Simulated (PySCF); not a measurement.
A structure optimised at PBE0-D3(BJ)/def2-SVP, used in a PySCF frequency run:

```xyz
11

C     -2.3455     0.1857     0.6643
O     -0.9742     0.4867     0.7880
B     -0.0273    -0.0189    -0.0187
F     -0.3455    -0.8547    -1.0042
C      1.4732     0.4033     0.2323
F      2.3431    -0.1803    -0.6571
H     -2.7039    -0.2550     1.6065
H     -2.9043     1.1158     0.4818
H     -2.5390    -0.5178    -0.1591
H      1.7674     0.1346     1.2643
H      1.5654     1.5038     0.1684
```
Charge 0, spin multiplicity 1.

**Question.** Write its SMILES and formula.

**Answer.** COB(F)CF, C2H5BF2O

**Question.** What are its rotational constants (standard atomic weights)?

**Answer.** 8.6993, 1.9556, 1.6294 GHz
